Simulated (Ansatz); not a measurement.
Geometry optimisation, RKS B3LYP/6-31G* in Ansatz 0.2.0.

The input (input.yaml):

```yaml
crystal:
  periodic: [false, false, false]
  atoms:
    - { symbol: C, position_ang: [-0.2674, 1.2657, -0.3772] }
    - { symbol: "N", position_ang: [-0.4506, 0.0528, 0.3587] }
    - { symbol: C, position_ang: [0.7267, -0.1803, 1.1464] }
    - { symbol: Al, position_ang: [-0.6618, -1.4086, -0.8632] }
    - { symbol: H, position_ang: [-1.2405, 1.499, -0.9883] }
    - { symbol: H, position_ang: [-0.185, 2.178, 0.3118] }
    - { symbol: H, position_ang: [0.5792, 1.282, -1.0813] }
    - { symbol: H, position_ang: [0.6853, -1.099, 1.745] }
    - { symbol: H, position_ang: [0.91, 0.6649, 1.9271] }
    - { symbol: H, position_ang: [1.6668, -0.2623, 0.5407] }
    - { symbol: H, position_ang: [-0.7853, -1.1563, -2.4131] }
    - { symbol: H, position_ang: [-0.9005, -2.8912, -0.2726] }
basis:
  gaussian: { orbitals: "6-31G*" }
hamiltonian:
  xc: b3lyp
relax:
  f_tol: 0.02
  max_steps: 40
scf:
  lower_state_search: "off"
output:
  orbitals: {}
```

Run as:

```bash
$ ansatz run input.yaml --threads 1 --pin off --max-ram 2048MiB --backend cpu --events-out ev --progress --plain --runs-dir out
```

**Question.** Where does it end, and by what steps?

**Answer.** The run converged. After 8 steps the energy has fallen by 0.928 eV; H11 moved furthest, 1.00 Å.

| step | energy less start (eV) | largest force component (eV/Å) | accepted |
| --- | --- | --- | --- |
| 0 | 0.0000 | 2.567 | yes |
| 1 | -0.4584 | 1.184 | yes |
| 2 | -0.6924 | 0.506 | yes |
| 3 | -0.7906 | 0.194 | yes |
| 4 | -0.8611 | 0.151 | yes |
| 5 | -0.9087 | 0.079 | yes |
| 6 | -0.9252 | 0.187 | yes |
| 7 | -0.9278 | 0.084 | yes |
| 8 | -0.9282 | 0.004 | yes |

```xyz
12
Properties=species:S:1:pos:R:3
C -0.112 1.306 -0.510
N -0.033 -0.068 -0.034
C 0.803 -0.196 1.152
Al -0.866 -1.444 -0.817
H -0.749 1.369 -1.398
H -0.533 1.975 0.258
H 0.883 1.699 -0.775
H 0.841 -1.238 1.486
H 0.417 0.414 1.985
H 1.836 0.136 0.956
H -1.739 -1.130 -2.103
H -0.670 -2.878 -0.167
```

Whether the end is a true minimum wasn't checked by a vibrational analysis.

The run took 31 s on 1 thread of Intel(R) Xeon(R) Platinum 8375C CPU @ 2.90GHz (Ice Lake) (shared host), peak memory 0.16 GiB.
